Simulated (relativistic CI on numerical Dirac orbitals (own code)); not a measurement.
**Spin-allowed bands of a d7 ion in a tetrahedral site, by hand**

Problem. A d7 ion in a tetrahedral site has a 4A2 ground term and spin-allowed bands at ν1 = 7100 and ν2 = 11366 cm⁻¹ (from a computed ligand-field model). Find Δ and the Racah parameter B, and predict the third band.

Working.
1. The F term splits into A2 (−1.2Δ), T2 (−0.2Δ) and T1 (+0.6Δ), so ν1 = E(T2) − E(A2) = Δ = 7100 cm⁻¹.
2. T1(F) mixes with T1(P), which lies at 15B, through an element 0.4Δ. The two roots, counted from A2, are ν2,3 = ½(15B + 3Δ) ∓ ½√[(15B − Δ)² + 12BΔ].
3. Solving the lower root for B gives B = (2ν1² + ν2² − 3ν1ν2)/(15ν2 − 27ν1) = -12089844/-21210 = 570 cm⁻¹.
4. The sum of the roots is 15B + 3Δ, so ν3 = 15B + 3ν1 − ν2 = 18484 cm⁻¹ (541 nm).

Check. The bands were computed by exact diagonalisation of the d7 shell with B = 570 and Δ = 7100 cm⁻¹, which gives ν3 = 18484 cm⁻¹. C does not enter the terms of highest spin.
